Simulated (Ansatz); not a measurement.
Geometry optimisation, RKS PBE0/def2-SVP (Ansatz 0.2.0).

The input (input.yaml):

```yaml
crystal:
  periodic: [false, false, false]
  atoms:
    - { symbol: Ge, position_ang: [0.0, 0.0, 0.0] }
    - { symbol: Ge, position_ang: [0.0, 0.0, 2.75] }
    - { symbol: H, position_ang: [-1.3958, -0.4318, 3.2674] }
    - { symbol: H, position_ang: [1.0719, -0.9929, 3.2674] }
    - { symbol: H, position_ang: [0.324, 1.4247, 3.2674] }
    - { symbol: H, position_ang: [1.4616, 0.0, -0.5162] }
    - { symbol: F, position_ang: [-0.7913, 1.3709, -0.5594] }
    - { symbol: O, position_ang: [-0.8337, -1.4443, -0.5894] }
    - { symbol: H, position_ang: [-1.2883, -1.91, 0.183] }
    - { symbol: H, position_ang: [0.6884, -1.615, 0.5833] }
    - { symbol: H, position_ang: [0.6076, -1.4255, 1.5485] }
basis:
  gaussian: { orbitals: def2-SVP }
hamiltonian:
  xc: pbe0
relax:
  f_tol: 0.15
  max_steps: 25
  restrain:
    - { distance: [0, 9], at: 2.75, k: 30.0 }
    - { distance: [10, 1], at: 2.75, k: 30.0 }
    - { distance: [0, 1], at: 2.4, k: 30.0 }
    - { distance: [10, 9], at: 0.66, k: 30.0 }
```

Launched with:

```bash
$ ansatz run input.yaml --threads 4 --pin off --max-ram 5120MiB --backend cpu --events-out ev --progress --plain --runs-dir out
```

Where does it end, and by what steps?

It converged. The restraints hold the end off the free minimum; the threshold counts their pulls, which the force column leaves out. Restrained pairs: Ge1–H10 (1.85 → 2.76 Å), Ge2–H11 (1.96 → 2.76 Å), Ge1–Ge2 (2.75 → 2.41 Å), H10–H11 (0.99 → 0.72 Å). After 14 steps the energy has fallen by 2.641 eV (the restraints' own energy left out); H11 moved furthest, 0.97 Å.

```tsv
step	energy less start (eV)	largest force component (eV/Å)	accepted
0	0.0000	4.138	yes
1	-1.1663	3.320	yes
2	-1.2687	4.846	yes
3	-1.5960	4.076	yes
4	-2.3038	2.111	yes
5	-2.4756	1.726	yes
6	-2.5773	1.486	yes
7	-2.6130	1.419	yes
8	-2.6208	1.668	no
9	-2.6236	1.430	yes
10	-2.6319	1.422	yes
11	-2.6547	0.948	no
12	-2.6405	1.303	yes
13	-2.6429	1.303	yes
14	-2.6412	1.353	yes
```

```xyz
11
Properties=species:S:1:pos:R:3
Ge 0.042 0.128 0.172
Ge 0.045 0.116 2.579
H -1.012 -0.885 3.087
H 1.425 -0.315 3.113
H -0.283 1.521 3.117
H 1.388 0.132 -0.564
F -0.815 1.573 -0.320
O -0.845 -1.235 -0.538
H -1.730 -1.349 -0.169
H 0.619 -2.414 1.066
H 1.012 -2.296 1.657
```

Run time: 26 s on 4 threads of Intel(R) Xeon(R) 6975P-C (Granite Rapids), with other jobs on the host, peak memory 0.37 GiB.
